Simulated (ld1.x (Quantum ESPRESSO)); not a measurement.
Scattering properties, PAW potential for Pt (Z = 78)

- Element: platinum
- Generator: ld1.x (Quantum ESPRESSO) 7.5
- Type: PAW
- Functional: PBE
- Relativity: non-relativistic
- Frozen core: [Xe] 4f14
- Valence charge: 10
- Reference configuration: 5d9 6s0 6p0 (charge +1)
- Partial waves: 6s (bound, empty): rcut 1.90, rcutus 2.50 bohr; 6s channel at -0.35 Ry: rcut 1.90, rcutus 2.50 bohr; 6p (bound, empty): rcut 3.40, rcutus 4.05 bohr; 6p channel at 2 Ry: rcut 3.40, rcutus 4.05 bohr; 5d (bound): rcut 1.90, rcutus 2.35 bohr; 5d channel at 2.95 Ry: rcut 1.90, rcutus 2.35 bohr
- Local potential: all-electron potential smoothed inside 2.45 bohr (lloc = -2)
- Core correction: a·sin(br)/r model core, default radius (core density twice the valence density)
- Augmentation charge: BG, radius 1.40 bohr

The phase is arctan(r·u′/u) with u = r·R(r), unwrapped; energies in Ry, scanned from -3 to 5 Ry. A pole is an energy at which the radial function vanishes at the test radius. The pseudo phase is shifted by a multiple of π to meet the all-electron one at the reference energy, and phase errors are pseudo minus all-electron; the curves can meet again beyond the range given. Levels narrower than the energy grid can be missing from the lists of poles.

```
channel  radius (bohr)  reference energy (Ry)  poles, all-electron      poles, pseudo  unbroken range about the reference energy with phases within 0.05 rad  phase error 1 Ry above the reference energy (rad)
      s           4.42                  -0.77          -0.56, 2.03  -0.56, 1.97, 2.80                                                              below 2.4                                             -0.000
      p           4.42                  -0.45          -0.03, 2.67  -0.04, 2.64, 4.51                                                              below 1.0                                             -0.009
      d           4.42                  -1.09    -1.07, 1.00, 4.04  -1.07, 1.01, 4.04                                                        the whole range                                             +0.008
```

Phases in the d channel:

```csv
E (Ry),all-electron,pseudo
-3.00,1.433,1.433
-2.76,1.426,1.426
-2.52,1.418,1.418
-2.28,1.409,1.409
-2.04,1.397,1.398
-1.80,1.383,1.383
-1.56,1.364,1.364
-1.32,1.331,1.331
-1.08,-1.484,-1.484
-0.84,-1.829,-1.829
-0.60,-1.903,-1.903
-0.36,-2.031,-2.030
-0.12,-2.369,-2.362
0.12,-3.522,-3.502
0.36,-4.329,-4.322
0.60,-4.560,-4.557
0.84,-4.665,-4.662
1.08,-4.732,-4.730
1.32,-4.789,-4.787
1.56,-4.850,-4.848
1.80,-4.938,-4.936
2.04,-5.121,-5.116
2.28,-5.812,-5.799
2.52,-7.208,-7.206
2.76,-7.570,-7.570
3.00,-7.691,-7.691
3.24,-7.753,-7.753
3.48,-7.793,-7.793
3.72,-7.823,-7.822
3.96,-7.847,-7.846
4.20,-7.869,-7.867
4.44,-7.890,-7.888
4.68,-7.913,-7.910
4.92,-7.940,-7.935
```
